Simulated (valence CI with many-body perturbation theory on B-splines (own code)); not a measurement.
## E1 line list for Yb LXIV

Calculated by configuration interaction combined with many-body perturbation theory (CI+MBPT): five valence electrons over a frozen Dirac-Fock core [He], a basis of 11 s, 11 p, 10 d, 8 f, 5 g, 2 h functions for each j, with the one-electron correlation potential Σ1 (screened to all orders), the two-electron term Σ2, the three-electron term Σ3, Breit, model QED; selected single and double excitations, second order for the rest, scaled by the run's own slope (own B-spline code, finite nucleus).

The last digits are not significant, and no measured levels were compared; by estimate large intervals hold to a few tenths of a per cent, small ones and those within an open d or f shell to about a per cent. Among the levels kept, up to 7400 cm⁻¹ of a level comes from second order outside the variational space, and about a tenth of that is noise between levels of different J, which matters for small intervals.

Lines 151 to 200 of 600 in falling wavelength, among levels below 11216 eV, chosen from the strongest by gf and those to the six lowest levels. Wavelengths and rates use the calculated energies. Electric multipoles are in the length gauge, E1 and E2 with the static RPA response of the core. Weak lines are less certain than strong ones. Lines between different terms over intervals too small for the method are left out, as are lines whose strength nearly cancels. The highest levels of a list are the least certain.

Levels are named by their leading jj configuration (3d3/2^4 stands for four electrons in 3d with j = 3/2), which in mixed levels can hold well under half, so a name can repeat and another be missing. Letters in brackets count levels of one name in rising energy.

```
λ vac (Å)                               Upper                               Lower   A (s⁻¹)  S (a.u.) with core polarisation  S without
    28.98          (2s^2 2p1/2^2 3p3/2) J=3/2             (2s^2 2p1/2^2 3s) J=1/2  9.35e+11                         4.49e-02   4.49e-02
    28.95  (2s 2p1/2 2p3/2^2 3p3/2) J=5/2 [e]     (2s 2p1/2 2p3/2^2 3s) J=3/2 [d]  3.53e+11                         2.54e-02   2.54e-02
    28.91  (2s 2p1/2 2p3/2^2 3p3/2) J=3/2 [a]     (2s 2p1/2 2p3/2^2 3s) J=3/2 [a]  6.02e+11                         2.87e-02   2.87e-02
    28.88  (2s^2 2p1/2 2p3/2 3p3/2) J=3/2 [b]     (2s^2 2p1/2 2p3/2 3s) J=3/2 [b]  3.88e+11                         1.85e-02   1.85e-02
    28.86  (2s 2p1/2^2 2p3/2 3p3/2) J=3/2 [b]     (2s 2p1/2^2 2p3/2 3s) J=3/2 [b]  3.73e+11                         1.77e-02   1.77e-02
    28.74  (2s 2p1/2^2 2p3/2 3p3/2) J=3/2 [a]         (2s 2p1/2^2 2p3/2 3s) J=5/2  1.93e+11                         9.07e-03   9.07e-03
    28.62  (2s^2 2p1/2 2p3/2 3d3/2) J=5/2 [b]      (2s^2 2p1/2 2p3/2 3p1/2) J=5/2  2.39e+11                         1.66e-02   1.66e-02
    28.58  (2s 2p1/2 2p3/2^2 3p3/2) J=5/2 [b]     (2s 2p1/2 2p3/2^2 3s) J=5/2 [b]  6.35e+11                         4.39e-02   4.39e-02
    28.58  (2s 2p1/2 2p3/2^2 3d3/2) J=5/2 [b]      (2s 2p1/2 2p3/2^2 3p1/2) J=7/2  2.27e+11                         1.57e-02   1.57e-02
    28.44  (2s^2 2p1/2 2p3/2 3p3/2) J=5/2 [b]     (2s^2 2p1/2 2p3/2 3s) J=3/2 [b]  4.97e+11                         3.39e-02   3.39e-02
    28.40  (2s 2p1/2 2p3/2^2 3p3/2) J=5/2 [e]     (2s 2p1/2 2p3/2^2 3s) J=3/2 [b]  1.65e+11                         1.12e-02   1.12e-02
    28.36  (2s 2p1/2 2p3/2^2 3d3/2) J=5/2 [e]  (2s 2p1/2 2p3/2^2 3p1/2) J=5/2 [c]  2.28e+11                         1.54e-02   1.54e-02
    28.21  (2s 2p1/2^2 2p3/2 3p3/2) J=3/2 [b]         (2s 2p1/2^2 2p3/2 3s) J=1/2  5.02e+11                         2.23e-02   2.23e-02
    28.17          (2p1/2^2 2p3/2^2 3s) J=5/2     (2s 2p1/2 2p3/2^2 3s) J=5/2 [a]  2.44e+11                         1.61e-02   1.61e-02
    28.04  (2s^2 2p1/2 2p3/2 3p3/2) J=5/2 [b]         (2s^2 2p1/2 2p3/2 3s) J=5/2  5.27e+11                         3.44e-02   3.44e-02
    27.92  (2s 2p1/2^2 2p3/2 3p3/2) J=1/2 [b]         (2s 2p1/2^2 2p3/2 3s) J=1/2  7.05e+11                         1.52e-02   1.52e-02
    27.84  (2s^2 2p1/2 2p3/2 3p3/2) J=3/2 [b]         (2s^2 2p1/2 2p3/2 3s) J=1/2  2.73e+11                         1.16e-02   1.16e-02
    27.65  (2s 2p1/2^2 2p3/2 3p3/2) J=5/2 [a]         (2s 2p1/2^2 2p3/2 3s) J=5/2  5.46e+11                         3.42e-02   3.42e-02
    27.52  (2s 2p1/2 2p3/2^2 3p3/2) J=1/2 [d]     (2s 2p1/2 2p3/2^2 3s) J=3/2 [d]  4.40e+11                         9.05e-03   9.06e-03
    27.38  (2s 2p1/2 2p3/2^2 3p3/2) J=3/2 [f]     (2s 2p1/2 2p3/2^2 3s) J=3/2 [d]  2.83e+11                         1.15e-02   1.15e-02
    27.27      (2s^2 2p3/2^2 3p3/2) J=3/2 [a]             (2s^2 2p3/2^2 3s) J=3/2  8.24e+11                         3.30e-02   3.30e-02
    27.25  (2s^2 2p1/2 2p3/2 3p3/2) J=3/2 [b]     (2s^2 2p1/2 2p3/2 3s) J=3/2 [a]  2.96e+11                         1.18e-02   1.18e-02
    27.20  (2s 2p1/2 2p3/2^2 3p3/2) J=3/2 [f]     (2s 2p1/2 2p3/2^2 3s) J=3/2 [c]  3.91e+11                         1.55e-02   1.55e-02
    27.07  (2s^2 2p1/2 2p3/2 3p3/2) J=1/2 [b]     (2s^2 2p1/2 2p3/2 3s) J=3/2 [b]  1.02e+12                         2.00e-02   2.00e-02
    26.98  (2s 2p1/2 2p3/2^2 3p3/2) J=5/2 [b]         (2s 2p1/2 2p3/2^2 3s) J=7/2  3.24e+11                         1.88e-02   1.88e-02
    26.88       (2p1/2^2 2p3/2^2 3p3/2) J=3/2          (2p1/2^2 2p3/2^2 3s) J=3/2  4.84e+11                         1.86e-02   1.86e-02
    26.83  (2s 2p1/2 2p3/2^2 3p3/2) J=1/2 [d]     (2s 2p1/2 2p3/2^2 3s) J=1/2 [b]  4.67e+11                         8.90e-03   8.91e-03
    26.69  (2s 2p1/2 2p3/2^2 3p3/2) J=3/2 [b]     (2s 2p1/2 2p3/2^2 3s) J=3/2 [a]  1.86e+11                         6.98e-03   6.99e-03
    26.68      (2s^2 2p3/2^2 3p3/2) J=3/2 [a]             (2s^2 2p3/2^2 3s) J=5/2  2.22e+11                         8.31e-03   8.31e-03
    9.265  (2s 2p1/2 2p3/2^2 3d5/2) J=9/2 [a]  (2s^2 2p1/2 2p3/2 3d5/2) J=7/2 [a]  1.40e+12                         5.49e-03   5.50e-03
    9.259  (2s 2p1/2 2p3/2^2 3p3/2) J=7/2 [a]  (2s^2 2p1/2 2p3/2 3p3/2) J=5/2 [a]  1.48e+12                         4.63e-03   4.64e-03
    9.244  (2s 2p1/2 2p3/2^2 3d5/2) J=9/2 [b]  (2s^2 2p1/2 2p3/2 3d5/2) J=7/2 [b]  8.44e+11                         3.29e-03   3.29e-03
    9.242     (2s 2p1/2 2p3/2^2 3s) J=5/2 [a]     (2s^2 2p1/2 2p3/2 3s) J=3/2 [a]  1.71e+12                         4.01e-03   4.01e-03
    9.233  (2s 2p1/2 2p3/2^2 3p3/2) J=7/2 [b]  (2s^2 2p1/2 2p3/2 3p3/2) J=5/2 [b]  1.33e+12                         4.12e-03   4.13e-03
    9.175  (2s 2p1/2 2p3/2^2 3p1/2) J=5/2 [a]  (2s^2 2p1/2 2p3/2 3p1/2) J=3/2 [a]  1.61e+12                         3.68e-03   3.69e-03
    9.157  (2s 2p1/2 2p3/2^2 3d3/2) J=7/2 [a]  (2s^2 2p1/2 2p3/2 3d3/2) J=5/2 [a]  1.26e+12                         3.81e-03   3.81e-03
    9.102     (2s 2p1/2 2p3/2^2 3d5/2) J=11/2      (2s^2 2p1/2 2p3/2 3d5/2) J=9/2  1.42e+12                         6.34e-03   6.35e-03
    9.092         (2s 2p1/2 2p3/2^2 3s) J=7/2         (2s^2 2p1/2 2p3/2 3s) J=5/2  1.68e+12                         4.98e-03   4.98e-03
    9.080  (2s 2p1/2 2p3/2^2 3d3/2) J=7/2 [b]  (2s^2 2p1/2 2p3/2 3d3/2) J=5/2 [b]  1.19e+12                         3.50e-03   3.51e-03
    9.078  (2s 2p1/2 2p3/2^2 3d3/2) J=5/2 [b]  (2s^2 2p1/2 2p3/2 3d3/2) J=3/2 [b]  1.09e+12                         2.41e-03   2.42e-03
    9.070  (2s 2p1/2 2p3/2^2 3p1/2) J=5/2 [b]  (2s^2 2p1/2 2p3/2 3p1/2) J=3/2 [b]  1.50e+12                         3.32e-03   3.33e-03
    9.063      (2s 2p1/2 2p3/2^2 3p3/2) J=9/2      (2s^2 2p1/2 2p3/2 3p3/2) J=7/2  1.46e+12                         5.37e-03   5.37e-03
    9.047      (2s 2p1/2 2p3/2^2 3d3/2) J=9/2      (2s^2 2p1/2 2p3/2 3d3/2) J=7/2  1.42e+12                         5.18e-03   5.19e-03
    9.043      (2s 2p1/2 2p3/2^2 3p1/2) J=7/2      (2s^2 2p1/2 2p3/2 3p1/2) J=5/2  1.60e+12                         4.67e-03   4.68e-03
    8.929          (2s 2p1/2^2 2p3/2^2) J=5/2          (2s^2 2p1/2^2 2p3/2) J=3/2  1.70e+12                         3.58e-03   3.59e-03
    8.929       (2p1/2^2 2p3/2^2 3p3/2) J=5/2  (2s 2p1/2^2 2p3/2 3p3/2) J=3/2 [b]  2.92e+12                         6.16e-03   6.16e-03
    8.910        (2s 2p1/2 2p3/2^3) J=3/2 [a]          (2s^2 2p1/2 2p3/2^2) J=5/2  1.87e+11                         2.61e-04   2.61e-04
    8.826       (2p1/2^2 2p3/2^2 3p3/2) J=7/2  (2s 2p1/2^2 2p3/2 3p3/2) J=5/2 [b]  5.06e+12                         1.37e-02   1.38e-02
    8.815          (2p1/2^2 2p3/2^2 3s) J=5/2     (2s 2p1/2^2 2p3/2 3s) J=3/2 [b]  2.90e+12                         5.89e-03   5.90e-03
    8.806       (2p1/2^2 2p3/2^2 3p1/2) J=3/2      (2s 2p1/2^2 2p3/2 3p1/2) J=1/2  3.74e+12                         5.04e-03   5.05e-03
```
